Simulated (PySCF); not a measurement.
Polarisability and C₆ of Cs(31+) (caesium, charge +31)

[Ar] 3d6, high-spin 5D determinant. Calculation: PySCF 2.14, in an uncontracted even-tempered set (18 s from 4.7 bohr⁻², ratio 2.5; 12 p from 6.1 bohr⁻², ratio 2.5; 8 d from 6.1 bohr⁻², ratio 2.5; 4 f from 25 bohr⁻², ratio 2.7; 3 g from 37 bohr⁻², ratio 2.7); the spin-free X2C one-electron Hamiltonian (Gaussian nucleus). Coupled (time-dependent) response in atomic units; α is the mean over directions.

| method | mean α (bohr³) | α xx, yy, zz | C₆ (like pair) | S(−4) |
| --- | --- | --- | --- | --- |
| PBE0 | 0.01034 | 0.009781, 0.009781, 0.01147 | 0.001842 | 6.012e-05 |

S(−4) is the Cauchy moment in α(ω) = α(0) + S(−4) ω² + …

Spin-orbit coupling is absent.

α(iu) at PBE0:

| u (hartree) | α(iu) (bohr³) |
| --- | --- |
| 0 | 0.01034 |
| 2.00 | 0.01011 |
| 4.00 | 0.009515 |
| 8.00 | 0.007997 |
| 12.0 | 0.006753 |
| 16.0 | 0.005878 |
| 20.0 | 0.005243 |
| 30.0 | 0.004161 |
| 40.0 | 0.003403 |
| 60.0 | 0.002352 |
| 100 | 0.001253 |

For an ion, C₆ is the dispersion term alone; charge-induced terms of lower order in 1/R come first.

The components differ because the open shell of this determinant is not spherical; for a pure term their mean is the scalar polarisability.

Spin-orbit coupling, absent here, splits the open shell strongly.
